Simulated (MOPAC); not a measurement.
MOPAC input (PM3):

```
PM3 PRECISE GNORM=0.05 LET XYZ GEO-OK AUX(PRECISION=9) THREADS=1
IRb

Rb   -0.00000000 1   -0.00000000 1   -1.92032908 1
I     0.00000000 1    0.00000000 1    1.34060710 1
```

Output:

```
 *******************************************************************************
 **                                                                           **
 **                              MOPAC v23.2.5                                **
 **                                                                           **
 *******************************************************************************
 ** MOPAC's Digital Object Identifier: https://doi.org/10.5281/zenodo.6511958 **
 **                                                                           **
 ** Please cite the open-source release paper for use of this MOPAC version:  **
 ** J. E. Moussa and J. J. P. Stewart (2026)                                  **
 ** MOPAC: An open-source semiempirical molecular orbital program             **
 ** J. Open Source Softw., 11(119), 8025, https://doi.org/10.21105/joss.08025 **
 *******************************************************************************

                              PM3 CALCULATION RESULTS

 *******************************************************************************
 *  PM3        - The PM3 Hamiltonian to be used
 *  GEO-OK     - OVERRIDE INTERATOMIC DISTANCE AND OTHER SAFETY CHECKS
 *  LET        - OVERRIDE SOME SAFETY CHECKS
 *  PRECISE    - TIGHTER CRITERIA TO BE USED
 *  XYZ        - CARTESIAN COORDINATE SYSTEM TO BE USED
 *  GNORM      - EXIT WHEN GRADIENT NORM DROPS BELOW 0.050
 *  AUX        - OUTPUT AUXILIARY INFORMATION
 *******************************************************************************
PM3 PRECISE GNORM=0.05 LET XYZ GEO-OK AUX(PRECISION=9) THREADS=1
 IRb

   ATOM   CHEMICAL          X               Y               Z
  NUMBER   SYMBOL      (ANGSTROMS)     (ANGSTROMS)     (ANGSTROMS)

     1      Rb         -0.00000000  *  -0.00000000  *  -1.92032908  *
     2       I          0.00000000  *   0.00000000  *   1.34060710  *

          CARTESIAN COORDINATES

    NO.       ATOM           X           Y           Z

     1        Rb         -0.0000     -0.0000     -1.9203
     2         I          0.0000      0.0000      1.3406

 Rb: (PM3): J. J. P. STEWART, J. MOL. MOD., 10, 155-164 (2004)
  I: (PM3): J. J. P. STEWART, J. COMP. CHEM. 10, 209 (1989).

           Empirical Formula: Rb I  =     2 atoms

      MOLECULAR POINT GROUP   :   C*v

      RHF CALCULATION, NO. OF DOUBLY OCCUPIED LEVELS = 4

          Geometry optimization using EF

          DIAGONAL MATRIX USED AS START HESSIAN

 CYCLE:     1  GRAD.:     5.673 HEAT: -27.74884
 CYCLE:     2  GRAD.:     4.095 HEAT: -27.88762
 CYCLE:     3  GRAD.:     0.629 HEAT: -28.02219
 CYCLE:     4  GRAD.:     0.071 HEAT: -28.02490
 CYCLE:     5  GRAD.:     0.001 HEAT: -28.02493

     GRADIENT =  0.00099 IS LESS THAN CUTOFF =  0.05000

 -------------------------------------------------------------------------------
 PM3 PRECISE GNORM=0.05 LET XYZ GEO-OK AUX(PRECISION=9) THREADS=1
 IRb

     GEOMETRY OPTIMISED USING EIGENVECTOR FOLLOWING (EF).
     SCF FIELD WAS ACHIEVED

                              PM3 CALCULATION
                                                       MOPAC v23.2.5 Linux

          FINAL HEAT OF FORMATION =        -28.02493 KCAL/MOL =    -117.25631 KJ/MOL

          COSMO AREA              =        194.74 SQUARE ANGSTROMS
          COSMO VOLUME            =        247.54 CUBIC ANGSTROMS

          GRADIENT NORM           =          0.00099          =       0.00070 PER ATOM
          IONIZATION POTENTIAL    =          6.213214 EV
          HOMO LUMO ENERGIES (EV) =         -6.213  1.790
          NO. OF FILLED LEVELS    =          4
          MOLECULAR WEIGHT        =        212.3723         POINT GROUP:  C*v

          MOLECULAR DIMENSIONS (Angstroms)

            Atom       Atom       Distance
            I     2   Rb     1     3.12912
            I     2   Rb     1     0.00000
           Rb     1    I     2     0.00000

          SCF CALCULATIONS        =          6

   ATOM   CHEMICAL          X               Y               Z
  NUMBER   SYMBOL      (ANGSTROMS)     (ANGSTROMS)     (ANGSTROMS)

     1      Rb          0.00000000  *   0.00000000  *  -1.85442119  *
     2       I          0.00000000  *   0.00000000  *   1.27469921  *

                             CARTESIAN COORDINATES

   1   Rb        0.000000000     0.000000000    -1.854421188
   2    I        0.000000000     0.000000000     1.274699208

           Empirical Formula: Rb I  =     2 atoms

      MOLECULAR POINT GROUP   :   C*v

                  EIGENVALUES
  -9.68787  -9.36752  -9.36752  -6.21321   1.79030   2.34696   3.59551   3.59551

              NET ATOMIC CHARGES AND DIPOLE CONTRIBUTIONS

  ATOM NO.   TYPE          CHARGE      No. of ELECS.   s-Pop       p-Pop
    1         Rb           0.832086        0.1679     0.00156     0.16635
    2          I          -0.832086        7.8321     1.86739     5.96470
 DIPOLE           X         Y         Z       TOTAL
 POINT-CHG.    -0.000    -0.000   -12.506    12.506
 HYBRID        -0.000    -0.000    -0.044     0.044
 SUM           -0.000    -0.000   -12.550    12.550

          ATOMIC ORBITAL ELECTRON POPULATIONS

     Atom    s        px        py        pz
    1 Rb   0.00156   0.00708   0.00708   0.15220
    2  I   1.86739   1.99292   1.99292   1.97885

 **********************
 *                    *
 * JOB ENDED NORMALLY *
 *                    *
 **********************

 == MOPAC DONE ==
```
